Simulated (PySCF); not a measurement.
C4H10O, SMILES C(CO)CC. The structure is a stationary point at PBE0-D3(BJ)/def2-SVP. Other conformers were not sampled.

All values below come from PBE0-D3(BJ)/def2-SVP (PySCF).

Harmonic wavenumbers (cm⁻¹): 115, 120, 185, 257, 285, 401, 448, 750, 816, 918, 949, 1037, 1089, 1114, 1151, 1186, 1242, 1243, 1302, 1307, 1312, 1384, 1408, 1463, 1468, 1469, 1474, 1484, 1513, 2974, 3011, 3041, 3050, 3056, 3082, 3113, 3141, 3149, 3902. Rotational constants (GHz): 18.90, 1.988, 1.883; symmetry number 1.

Question: Work out the zero-point energy and the ideal-gas rigid-rotor harmonic-oscillator thermochemistry at 298.15 K and 1 atm.

Answer: ZPE = ½ Σ hcν = ½ × 60407 cm⁻¹ = 361.32 kJ/mol. H − E(el) = 381.66 kJ/mol. Entropy in J/(mol K): translation 162.45, rotation 108.45, vibration 61.81, total 332.71. G − E(el) = 282.46 kJ/mol. Cp = 104.94 J/(mol K). Modes under 150 cm⁻¹ make the vibrational entropy uncertain.
